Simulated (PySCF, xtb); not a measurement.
ClHMoO2S, SMILES [O]=[Mo](=[O])([SH])[Cl], multiplicity 1. The values are those of a single conformer.

Harmonic wavenumbers (cm⁻¹) from GFN2-xTB run with xtb 6.7.1 at its own minimum, in rising order: 109, 150, 157, 192, 225, 287, 332, 359, 578, 907, 996, 2344.

**Question.** What does PBE0-D3(BJ)/def2-SVP (PySCF 2.14.0) give at its own minimum? (Estimate from the structure and the level; the computed values follow.)

**Answer.** 119, 167, 183, 229, 293, 328, 427, 440, 629, 1051, 1079, 2693. Paired by order, the mean absolute difference is 83 cm⁻¹ and the zero-point energies are 9.5 and 10.9 kcal/mol.
